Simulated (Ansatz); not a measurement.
BH2(NCO) (CH₂BNO). Total charge 0; singlet. Geometry PBE-D4/def2-TZVP.

```xyz
6

B     0.221   -0.801   -0.710
H     0.992   -0.379   -1.531
H    -0.189   -1.928   -0.737
N    -0.221    0.052    0.322
C    -0.323    1.060    0.980
O    -0.480    1.996    1.676
```

Estimate the orbital energies around the gap (eV) in Ansatz with LDA (SPW92)/def2-TZVP, PBE-D4/def2-TZVP, r2SCANh-D4/def2-TZVP, PBE0-D4/def2-SVP, CAM-B3LYP-D4/def2-TZVP.


```json
{"orbital": "HOMO−13", "LDA (SPW92)/def2-TZVP": "-508.29", "PBE-D4/def2-TZVP": "-512.06", "r2SCANh-D4/def2-TZVP": "-522.00", "PBE0-D4/def2-SVP": "-524.65", "CAM-B3LYP-D4/def2-TZVP": "-524.34"}
{"orbital": "HOMO−12", "LDA (SPW92)/def2-TZVP": "-378.48", "PBE-D4/def2-TZVP": "-381.66", "r2SCANh-D4/def2-TZVP": "-390.32", "PBE0-D4/def2-SVP": "-392.73", "CAM-B3LYP-D4/def2-TZVP": "-392.63"}
{"orbital": "HOMO−11", "LDA (SPW92)/def2-TZVP": "-270.35", "PBE-D4/def2-TZVP": "-272.95", "r2SCANh-D4/def2-TZVP": "-280.70", "PBE0-D4/def2-SVP": "-282.94", "CAM-B3LYP-D4/def2-TZVP": "-283.42"}
{"orbital": "HOMO−10", "LDA (SPW92)/def2-TZVP": "-176.07", "PBE-D4/def2-TZVP": "-178.13", "r2SCANh-D4/def2-TZVP": "-184.30", "PBE0-D4/def2-SVP": "-186.09", "CAM-B3LYP-D4/def2-TZVP": "-186.91"}
{"orbital": "HOMO−9", "LDA (SPW92)/def2-TZVP": "-28.08", "PBE-D4/def2-TZVP": "-28.12", "r2SCANh-D4/def2-TZVP": "-30.64", "PBE0-D4/def2-SVP": "-31.01", "CAM-B3LYP-D4/def2-TZVP": "-32.82"}
{"orbital": "HOMO−8", "LDA (SPW92)/def2-TZVP": "-23.87", "PBE-D4/def2-TZVP": "-23.88", "r2SCANh-D4/def2-TZVP": "-26.10", "PBE0-D4/def2-SVP": "-26.52", "CAM-B3LYP-D4/def2-TZVP": "-28.33"}
{"orbital": "HOMO−7", "LDA (SPW92)/def2-TZVP": "-16.15", "PBE-D4/def2-TZVP": "-16.04", "r2SCANh-D4/def2-TZVP": "-17.51", "PBE0-D4/def2-SVP": "-18.06", "CAM-B3LYP-D4/def2-TZVP": "-19.76"}
{"orbital": "HOMO−6", "LDA (SPW92)/def2-TZVP": "-12.82", "PBE-D4/def2-TZVP": "-12.72", "r2SCANh-D4/def2-TZVP": "-14.05", "PBE0-D4/def2-SVP": "-14.57", "CAM-B3LYP-D4/def2-TZVP": "-16.30"}
{"orbital": "HOMO−5", "LDA (SPW92)/def2-TZVP": "-12.11", "PBE-D4/def2-TZVP": "-11.85", "r2SCANh-D4/def2-TZVP": "-12.92", "PBE0-D4/def2-SVP": "-13.62", "CAM-B3LYP-D4/def2-TZVP": "-15.26"}
{"orbital": "HOMO−4", "LDA (SPW92)/def2-TZVP": "-12.05", "PBE-D4/def2-TZVP": "-11.81", "r2SCANh-D4/def2-TZVP": "-12.89", "PBE0-D4/def2-SVP": "-13.58", "CAM-B3LYP-D4/def2-TZVP": "-15.19"}
{"orbital": "HOMO−3", "LDA (SPW92)/def2-TZVP": "-10.76", "PBE-D4/def2-TZVP": "-10.73", "r2SCANh-D4/def2-TZVP": "-11.86", "PBE0-D4/def2-SVP": "-12.31", "CAM-B3LYP-D4/def2-TZVP": "-14.04"}
{"orbital": "HOMO−2", "LDA (SPW92)/def2-TZVP": "-9.57", "PBE-D4/def2-TZVP": "-9.44", "r2SCANh-D4/def2-TZVP": "-10.43", "PBE0-D4/def2-SVP": "-10.96", "CAM-B3LYP-D4/def2-TZVP": "-12.57"}
{"orbital": "HOMO−1", "LDA (SPW92)/def2-TZVP": "-8.66", "PBE-D4/def2-TZVP": "-8.41", "r2SCANh-D4/def2-TZVP": "-9.18", "PBE0-D4/def2-SVP": "-9.68", "CAM-B3LYP-D4/def2-TZVP": "-11.09"}
{"orbital": "HOMO", "LDA (SPW92)/def2-TZVP": "-7.18", "PBE-D4/def2-TZVP": "-7.06", "r2SCANh-D4/def2-TZVP": "-7.84", "PBE0-D4/def2-SVP": "-8.32", "CAM-B3LYP-D4/def2-TZVP": "-9.79"}
{"orbital": "LUMO", "LDA (SPW92)/def2-TZVP": "-3.26", "PBE-D4/def2-TZVP": "-2.96", "r2SCANh-D4/def2-TZVP": "-2.27", "PBE0-D4/def2-SVP": "-1.90", "CAM-B3LYP-D4/def2-TZVP": "-0.90"}
{"orbital": "LUMO+1", "LDA (SPW92)/def2-TZVP": "-0.67", "PBE-D4/def2-TZVP": "-0.43", "r2SCANh-D4/def2-TZVP": "0.32", "PBE0-D4/def2-SVP": "0.90", "CAM-B3LYP-D4/def2-TZVP": "1.40"}
{"orbital": "LUMO+2", "LDA (SPW92)/def2-TZVP": "0.15", "PBE-D4/def2-TZVP": "0.32", "r2SCANh-D4/def2-TZVP": "1.22", "PBE0-D4/def2-SVP": "2.24", "CAM-B3LYP-D4/def2-TZVP": "2.26"}
{"orbital": "LUMO+3", "LDA (SPW92)/def2-TZVP": "0.43", "PBE-D4/def2-TZVP": "0.67", "r2SCANh-D4/def2-TZVP": "1.60", "PBE0-D4/def2-SVP": "2.31", "CAM-B3LYP-D4/def2-TZVP": "2.74"}
{"orbital": "LUMO+4", "LDA (SPW92)/def2-TZVP": "1.63", "PBE-D4/def2-TZVP": "1.64", "r2SCANh-D4/def2-TZVP": "2.80", "PBE0-D4/def2-SVP": "4.11", "CAM-B3LYP-D4/def2-TZVP": "2.82"}
{"orbital": "LUMO+5", "LDA (SPW92)/def2-TZVP": "2.14", "PBE-D4/def2-TZVP": "2.16", "r2SCANh-D4/def2-TZVP": "3.37", "PBE0-D4/def2-SVP": "5.08", "CAM-B3LYP-D4/def2-TZVP": "3.34"}
```
